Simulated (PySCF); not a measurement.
# How methods differ on the ionisation energy of Cu

Cu [Ar] 3d10 4s1 (2S) → Cu⁺ [Ar] 3d10 (1S), as a difference of total energies. Computed with PySCF 2.14 in Sapporo-DKH3-DZP-2012 (6s4p3d1f, 40 functions), with scalar relativity by spin-free X2C-1e. Correlated levels: valence: [Ar] frozen. The calculations carry no spin-orbit coupling.

**Question.** Order these methods by the ionisation energy they give, lowest first.
A. M06-L
B. SCS-MP2 (valence)
C. UHF
D. CCSD(T) (valence)

**Answer.** C (6.569 eV), B (7.230 eV), D (7.348 eV), A (7.662 eV).

Errors of the correlated levels include the incompleteness of this basis and the frozen core.

For comparison: 7.726 eV (measured; NIST Atomic Spectra Database, ionization energies).
